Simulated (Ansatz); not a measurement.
The C2–H3 bond of CH4OSn (SMILES [CH3][Sn][OH]) is stretched (multiplicity 1, the rest rigid).
Geometry at rest (charge 0, multiplicity 1):
```xyz
7

Sn     0.0224    -0.0636     0.3886
C      0.4195     1.6072    -0.9817
H     -0.2020     2.4693    -0.7259
H      0.2008     1.2878    -2.0005
H      1.4642     1.9210    -0.9117
O     -0.5375    -1.2505    -1.1305
H     -0.7986    -2.1366    -0.8572
```

Cores are frozen in the correlated methods. Filled d and f shells under p-block atoms count as core.

Codes used: Ansatz (Gaussian orbitals).  In def2 rows elements past Kr take small-core potentials, without spin–orbit coupling.

FIC-MRCISD+Q on CASSCF(2,2)/def2-TZVPP, total energies (hartree):

```
R (Å)       CASSCF       MRCISD  weight c² of the reference
-----  -----------  -----------  --------------------------
1.093  -328.489480  -328.951510                     0.88065
1.913  -328.390346  -328.842006                     0.87989
3.498  -328.332020  -328.777124                     0.88120
```

### Question
Add the Davidson correction (E_MRCISD − E_CASSCF)(1 − c²)/c² and give the energies above the first point at the three levels.

### Answer

Corrections (hartree): -0.062618, -0.061656, -0.060007. Above the first point (kcal/mol):
- R = 1.913 Å: CASSCF 62.2, MRCISD 68.7, with the correction 69.3
- R = 3.498 Å: CASSCF 98.8, MRCISD 109.4, with the correction 111.1

Ansatz is a quantum-chemistry and plane-wave program.
